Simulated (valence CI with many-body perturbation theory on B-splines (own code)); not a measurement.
Cu16+: electric-dipole lines

Level of theory: configuration interaction combined with many-body perturbation theory (CI+MBPT): three valence electrons over a frozen Dirac-Fock core [Ne], radial functions for each j: 11 s, 11 p, 10 d, 8 f, 5 g, 2 h, with the one-electron correlation potential Σ1, the two-electron term Σ2, the three-electron term Σ3, Breit, model QED; selected CI, second order for the rest, scaled by the run's own slope (own B-spline code, finite nucleus).

No measured levels were compared; by estimate levels of excited configurations hold to 0.05 to 0.15 % of their energy, terms of the ground configuration to about 0.5 %.

Lines 201 to 250 of 578 in falling wavelength, among levels below 2424100 cm⁻¹, chosen from the strongest by gf and those to the six lowest levels. Wavelengths and rates use the calculated energies, so an error of 400 cm⁻¹ moves a line at 223.7 Å by 0.089 % and its rate by three times that or more. Electric multipoles are in the length gauge, E1 and E2 with the static RPA response of the core. Weak lines are less certain than strong ones. Lines between different terms over intervals too small for the method are left out, as are lines whose strength nearly cancels. Where a level lies close to another of its J and parity, the split of strength between their lines is uncertain. The highest levels of a list are the least certain.

Names give the largest LS component (configuration and term), which can be under half, so a name can repeat, a term be missing and a line seem to break the LS rules; names also repeat where a configuration has a term twice. Letters in brackets count levels of one name in rising energy.

```csv
λ vac (Å),Upper,Lower,A (s⁻¹),S (a.u.)
223.7,3s 3p2 2P_1/2,3s2 3p 2P°_3/2,2.90e+10,3.20e-01
223.5,3d3 2D_3/2 [b],3p 3d2 2P°_1/2 [c],2.33e+10,5.13e-01
223.3,3s 3p 3d 2D°_3/2 [b],3s2 3d 2D_3/2,8.71e+09,1.92e-01
223.1,3s 3p 3d 2D°_5/2 [b],3s2 3d 2D_5/2,2.56e+10,8.42e-01
223.0,3s 3p 3d 2P°_3/2 [b],3s2 3d 2D_5/2,1.83e+10,4.01e-01
223.0,3p3 4S°_3/2,3s 3p2 4P_1/2,7.59e+09,1.66e-01
222.4,3d3 2F_5/2,3p 3d2 2G°_7/2 [b],4.39e+09,1.43e-01
221.0,3s 3p 3d 2P°_3/2 [b],3s2 3d 2D_3/2,1.93e+10,4.11e-01
220.9,3p2 3d 2P_3/2 [b],3s 3p 3d 2D°_3/2 [a],6.05e+09,1.29e-01
220.4,3p 3d2 2F°_7/2 [a],3p2 3d 4P_5/2,9.12e+09,3.86e-01
219.6,3d3 2G_9/2,3p 3d2 2F°_7/2 [b],2.72e+09,1.42e-01
219.5,3d3 2F_7/2,3p 3d2 2G°_9/2 [b],7.66e+09,3.20e-01
219.0,3p 3d2 2P°_3/2 [a],3p2 3d 2S_1/2,5.49e+09,1.14e-01
219.0,3s 3d2 2D_3/2,3s 3p 3d 2F°_5/2 [b],9.69e+09,2.01e-01
218.5,3s 3p2 2P_3/2,3s2 3p 2P°_3/2,4.27e+10,8.80e-01
218.5,3p2 3d 2F_5/2 [b],3s 3p 3d 2D°_3/2 [a],1.09e+10,3.37e-01
218.2,3p 3d2 2P°_3/2 [a],3p2 3d 2P_3/2 [b],6.99e+09,1.44e-01
218.2,3p 3d2 2F°_7/2 [c],3p2 3d 2D_5/2 [c],2.46e+10,1.01e+00
218.0,3s 3d2 2G_7/2,3s 3p 3d 2F°_5/2 [b],4.23e+10,1.73e+00
217.8,3p 3d2 2F°_7/2 [a],3p2 3d 2G_9/2,3.74e+09,1.53e-01
217.3,3d3 2D_5/2 [a],3p 3d2 2D°_5/2 [b],2.96e+10,8.98e-01
217.2,3d3 2G_7/2,3p 3d2 2F°_5/2 [b],1.26e+10,5.10e-01
216.7,3s 3d2 2D_5/2,3s 3p 3d 2F°_7/2 [b],6.98e+09,2.10e-01
216.2,3s 3d2 2D_3/2,3s 3p 3d 2P°_1/2 [a],6.95e+09,1.39e-01
216.1,3d3 2H_9/2,3p 3d2 2F°_7/2 [b],2.10e+09,1.05e-01
216.1,3p 3d2 2D°_5/2 [c],3s 3d2 2D_5/2,6.48e+09,1.93e-01
215.7,3s 3d2 2G_9/2,3s 3p 3d 2F°_7/2 [b],4.56e+10,2.26e+00
215.6,3p 3d2 2F°_5/2 [c],3p2 3d 2D_3/2 [c],4.22e+10,1.25e+00
215.6,3p 3d2 2D°_3/2 [c],3s 3d2 2D_3/2,7.78e+09,1.54e-01
215.2,3d3 2D_3/2 [a],3p 3d2 2D°_3/2 [b],1.85e+10,3.64e-01
215.1,3p2 3d 2D_5/2 [b],3s 3p 3d 2D°_5/2 [a],4.84e+09,1.43e-01
214.4,3s 3p 3d 4P°_5/2,3s 3p2 2D_3/2,9.68e+07,2.83e-03
214.2,3p2 3d 2F_7/2 [a],3p3 2D°_5/2,4.16e+09,1.61e-01
214.0,3d3 4F_3/2,3p 3d2 4D°_1/2 [b],1.53e+10,2.96e-01
213.4,3p2 3d 2F_7/2 [b],3s 3p 3d 2D°_5/2 [a],1.45e+10,5.57e-01
212.9,3s 3p 3d 4D°_3/2,3s 3p2 2D_3/2,1.09e+09,2.07e-02
212.9,3p 3d2 2P°_1/2 [a],3p2 3d 2S_1/2,1.61e+10,1.54e-01
212.9,3d3 2D_5/2 [a],3p 3d2 2D°_3/2 [b],7.16e+09,2.05e-01
212.8,3d3 2D_5/2 [b],3p 3d2 2D°_5/2 [c],1.29e+10,3.67e-01
212.7,3d3 2D_3/2 [b],3p 3d2 2D°_3/2 [c],8.30e+09,1.58e-01
212.7,3d3 4F_5/2,3p 3d2 4D°_3/2 [b],1.86e+10,5.30e-01
212.0,3d3 4P_1/2,3p 3d2 4S°_3/2,1.49e+10,1.40e-01
212.0,3d3 4F_7/2,3p 3d2 4D°_5/2 [b],2.40e+10,9.04e-01
211.8,3d3 4P_3/2,3p 3d2 4S°_3/2,1.83e+10,3.43e-01
211.7,3p 3d2 2D°_5/2 [a],3p2 3d 2G_7/2,3.56e+09,1.00e-01
211.2,3d3 2P_3/2,3p 3d2 2D°_3/2 [b],8.34e+09,1.55e-01
210.9,3d3 4F_9/2,3p 3d2 4D°_7/2 [b],3.08e+10,1.42e+00
210.8,3d3 4P_5/2,3p 3d2 4S°_3/2,2.45e+10,6.79e-01
209.1,3s 3d2 2D_5/2,3s 3p 3d 2P°_3/2 [a],9.42e+09,2.55e-01
209.0,3p 3d2 2F°_7/2 [b],3p2 3d 2F_7/2 [b],1.34e+10,4.85e-01
```
